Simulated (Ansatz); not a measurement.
C₂HF₅, SMILES `FC(F)C(F)(F)F`, relaxed with RKS PBE-D4/def2-SVP in Ansatz 0.2.0 from a rough embedded geometry. The force threshold is 0.03 eV/Å; the program also tests the step.

Total charge 0; spin multiplicity 1.

Start:

```xyz
8

F     0.598   -1.712   -0.232
C     0.263   -0.402   -0.605
F    -0.688   -0.482   -1.596
C    -0.188    0.408    0.596
F     0.697    0.550    1.535
F    -1.373   -0.071    1.131
F    -0.510    1.686    0.173
H     1.200    0.021   -1.002
```

| step | energy (eV) | largest force (eV/Å) | largest move (Å) |
| --- | --- | --- | --- |
| 1 | -15647.3375 | 3.655 | 0.000 |
| 2 | -15647.5297 | 1.823 | 0.061 |
| 3 | -15647.5846 | 0.188 | 0.030 |
| 4 | -15647.5864 | 0.046 | 0.011 |
| 5 | -15647.5867 | 0.012 | 0.006 |

End:

```xyz
8

F     0.560   -1.666   -0.171
C     0.283   -0.413   -0.608
F    -0.681   -0.472   -1.559
C    -0.233    0.429    0.578
F     0.716    0.494    1.532
F    -1.345   -0.101    1.106
F    -0.504    1.681    0.157
H     1.204    0.049   -1.035
```

Run time 6 s (4 threads of an Arm Neoverse V1 on a shared host); peak host memory 0.13 GiB.
